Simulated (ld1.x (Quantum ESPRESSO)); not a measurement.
strontium: one change to a TM potential, before and after

ld1.x (Quantum ESPRESSO) 7.5 input, shortened:

```
&input
   title='Sr', zed=38., rel=1, dft='PBE', iswitch=3,
   config='[Kr] 4d0 5s2 5p0'
 /
 &inputp
   pseudotype=2, tm=.true., lloc=0,
   nlcc=.false.
 /
3
4P  2  1   6.00   0.00  1.35  1.35  0.0
4D  3  2   0.00   0.00  3.80  3.80  0.0
5S  1  0   2.00   0.00  3.75  3.75  0.0
 &test
   configts(1)='4p6 4d0 5s2 5p0'
 /
```

All-electron outer shells of the reference configuration (PBE, scalar-relativistic, ld1.x):

| shell | level (eV) | outermost node (bohr) | outermost maximum (bohr) |
| --- | --- | --- | --- |
| 3d | -128.02 | – | 0.38 |
| 4s | -40.90 | 0.59 | 1.19 |
| 4p | -22.82 | 0.61 | 1.33 |
| 5s | -3.53 | 1.65 | 3.72 |
| 5p | -1.28 | 1.96 | 4.83 |
| 4d | -1.28 | 0.65 | 2.12 |

Change: all radii scaled by about 0.88 (s 3.30, p 1.18, d 3.34 bohr).

Cutoffs: the cutoffs (Ry, on a coarse ladder) from which the occupation-weighted sum of valence levels, in a spherical-Bessel basis at the reference potential, stays within 10 and 1 mRy of its value at 400 Ry; they do not see the model core or the augmentation charge, which bear on the density cutoff. Errors are all-electron minus pseudo energies relative to the spin-unpolarised reference configuration.

Question: Predict the effect on cutoff, ghosts and configuration errors.

Answer: The potential gets harder (45 Ry and 90 Ry → 80 Ry and 160 Ry); the errors of the 7 common tests hardly move; neither file shows a bound ghost. A smaller radius makes the pseudo-wave follow the all-electron one further in, where it bends more sharply, so more plane waves are needed.

| quantity | base | changed |
| --- | --- | --- |
| cutoff, loose | 45 Ry | 80 Ry |
| cutoff, tight | 90 Ry | 160 Ry |
| loose cutoff by channel (10 mRy a level) | p 35 Ry, s 6 Ry | p 50 Ry, s 6 Ry |
| bound ghosts | none | none |
| error for 4p6 4d0 5s1 5p0, meV [ΔE 5.89 eV] | +5.7 | +5.6 |
| error for 4p6 4d0 5s0 5p0, meV [ΔE 16.89 eV] | +35 | +37 |
| error for 4p6 4d0 5s1.5 5p0, meV [ΔE 2.34 eV] | +1.0 | +1.0 |
| error for 4p6 4d0 5s0 5p1, meV [ΔE 8.82 eV] | -547 | -546 |
| error for 4p6 4d0 5s1 5p1, meV [ΔE 2.30 eV] | -314 | -315 |
| error for 4p6 4d0 5s0 5p2, meV [ΔE 4.71 eV] | -728 | -728 |
| error for 4p5 4d0 5s2 5p0, meV [ΔE 28.31 eV] | -170 | -185 |
